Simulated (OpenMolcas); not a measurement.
## Rh2+: moving or changing the point charges

Rh2+ among 6 point charges of -1.5 e arranged as an octahedron (Oh), 1.79 Å from the ion.

| Property | Result |
| --- | --- |
| Program | OpenMolcas |
| Method | SS-CASPT2, IPEA 0.25 Eh, imaginary shift 0.1 Eh (closed shells correlated: 4s 4p) |
| Basis | ANO-RCC-VDZP [6s5p3d1f] |
| Scalar Hamiltonian | DKH2, point nucleus |
| Active space | 7 electrons in 5 orbitals (4d) |
| State averaging | 2S+1 = 4 even, 10 roots; 2S+1 = 2 even, 40 roots |
| Spin-orbit coupling | RASSI with atomic mean-field integrals over the reference wave functions |

Runs around this geometry, states (labels of O, the rotations of Oh). Energies in cm-1 above the lowest state or level, χT in cm3 K/mol; under a threefold ground state the first gap can be a small split of the lowest multiplet, not the spin-orbit step; 10Dq and B are least-squares fits to the states below 45000 cm-1, weighted by degeneracy, with a free offset, and given where the rms deviation is under 5 % of |10Dq| (or 100 cm-1) and under 700 cm-1.

```json
{"R (Å)": "1.79", "q (e)": "-0.75", "Ground state": "4T1", "First state of that spin": "4T2 6670", "10Dq": "", "B (rms of fit)": "", "First gap with spin-orbit (degeneracies)": "740 (2, 4)", "χT at 300 K": "3.453", "First state of another spin": "2E 9620"}
{"R (Å)": "1.79", "q (e)": "-1.5", "Ground state": "4T1", "First state of that spin": "4T2 14350", "10Dq": "14509", "B (rms of fit)": "709 (641)", "First gap with spin-orbit (degeneracies)": "610 (2, 4)", "χT at 300 K": "3.182", "First state of another spin": "2E 3130"}
{"R (Å)": "1.89", "q (e)": "-1.5", "Ground state": "4T1", "First state of that spin": "4T2 11450", "10Dq": "11583", "B (rms of fit)": "720 (562)", "First gap with spin-orbit (degeneracies)": "710 (2, 4)", "χT at 300 K": "3.239", "First state of another spin": "2E 5800"}
```

Taking |10Dq| as R^-n, n = -ln(11583 / 14509) / ln(1.89 / 1.79) = 4.1 between the shortest and longest distance. The point-charge formula for a cubic d site gives n = 5.

Scaling the charges by -0.75 / -1.5 = 0.50 scales the first state of the same spin by 6670 / 14350 = 0.46; with fixed orbitals a first-order splitting would follow the charge.

Roots that are degenerate in the reference are averaged as groups; the widest CASPT2 spread within a group is 1600 cm-1 (the 4-fold group of multiplicity 2 near 17500 cm-1 above the lowest state of its run, R = 1.79, q = -0.75). Shifts and gaps below about the spread of the groups concerned are not significant. An orbital triplet at a regular site is open to Jahn-Teller coupling, which can distort the site and quench the lowest spin-orbit gaps and is left out. Point charges give a weaker field than real ligands, and real ions of this kind are as a rule low spin; the high spin found here belongs to the model. Free-ion shares, where given, are those of the reference states; single-state CASPT2 does not remix them. This shell can be high or low spin here, a state of another spin lies low, and with metal d orbitals alone active their balance is uncertain, so the ground spin may be wrong (holds for R = 1.79, q = -1.5; R = 1.89, q = -1.5). This is an electrostatic model: the charges have no orbitals. A group larger than the point group allows holds several states that coincide in this model. No measured value stands beside these numbers.
